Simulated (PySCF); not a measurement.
C₆H₁₂Si₂: full NMR table

```yaml
Formula: C6H12Si2
SMILES: C=C[C@@H](C)C1=C[SiH2][SiH2]1
InChI: InChI=1S/C6H12Si2/c1-3-5(2)6-4-7-8-6/h3-5H,1,7-8H2,2H3/t5-/m1/s1
Point_group_of_the_computed_structure: C1
Degrees_of_unsaturation: 3
Carbon_signals: 6
Proton_signals: 10
```

Numbering as in the mapped SMILES `[CH2:1]=[CH:2][C@@H:3]([CH3:4])[C:5]1=[CH:6][SiH2:7][SiH2:8]1`; H(Xn) means a hydrogen on atom n. Ha(C1) is cis to C3; Ha(Si7), Ha(Si8) are pro-R; Hb(Si7), Hb(Si8) are pro-S; Hb(C1) is trans to C3.

Equivalent nuclei averaged, no solvent model, relativity neglected, one conformer. Coordinates at the GFN2-xTB level; GIAO PBE0/pcSseg-1 shieldings; PySCF.

References, each an isolated molecule treated in the same way: 1H, 13C, 29Si vs TMS.

| carbon | δC, type | δH (multiplicity) | HMBC from (2–3 bonds) | span of the C tensor (ppm) |
| --- | --- | --- | --- | --- |
| C1 | 123.1, CH2 | Hb(C1) 5.48 (m); Ha(C1) 5.37 (m) | H(C2), H(C3) | 208 |
| C2 | 150.2, CH | 5.77 (m) | Hb(C1), Ha(C1), H(C3), H(C4) | 232 |
| C3 | 52.1, CH | 2.88 (m) | H(C6), H(C2), Hb(C1), Ha(C1), Ha(Si8), Hb(Si8), H(C4) | 28 |
| C4 | 24.0, CH3 | 1.23 (d) | H(C2), H(C3) | 33 |
| C5 | 187.2, C | – | H(C6), H(C2), Ha(Si8), Hb(Si8), Ha(Si7), Hb(Si7), H(C3), H(C4) | 235 |
| C6 | 157.4, CH | 7.07 (m) | Ha(Si8), Hb(Si8), Ha(Si7), Hb(Si7), H(C3) | 217 |

Other nuclei:
| atoms | nucleus | environment | δ (ppm) | σ (ppm) |
| --- | --- | --- | --- | --- |
| Ha(Si8) | 1H | hydrogen on a silicon bonded to C, Si, in a 4-membered ring | 4.82 | 26.90 |
| Hb(Si8) | 1H | hydrogen on a silicon bonded to C, Si, in a 4-membered ring | 4.78 | 26.94 |
| Ha(Si7) | 1H | hydrogen on a silicon bonded to C, Si, in a 4-membered ring | 4.63 | 27.08 |
| Hb(Si7) | 1H | hydrogen on a silicon bonded to C, Si, in a 4-membered ring | 4.62 | 27.09 |
| Si8 | 29Si | silicon bonded to C, Si, 2 H, in a 4-membered ring | -63.4 | 412.5 |
| Si7 | 29Si | silicon bonded to C, Si, 2 H, in a 4-membered ring | -73.0 | 422.1 |

Carbon types of the structure: 1 × C, 3 × CH, 1 × CH2, 1 × CH3, leaving 4 H on heteroatoms. δC 187.2: fully substituted alkene carbon. δC 157.4, 150.2: alkene CH; an sp2 carbon of a C=C bond. δC 123.1: terminal =CH2 carbon; the olefinic region. δH 7.07, 5.77: hydrogen on an alkene CH; a vinylic proton, deshielded by the sp2 carbon and the C=C anisotropy. δH 2.88: hydrogen on an allylic sp3 CH; allylic position.

Shifts are as computed. Against solution values, carbons near 30 ppm lie about +3 ppm off and those near 130 ppm about +5 ppm. Of 1211 compounds with measured shifts, 218 miss one by over three times the rms of a fit or turn the order of signals round; such compounds aren't used in these exercises. Multiplicities follow the n + 1 count of equivalent neighbours, as no J values were calculated; m marks all less simple cases, F and P coupling included.
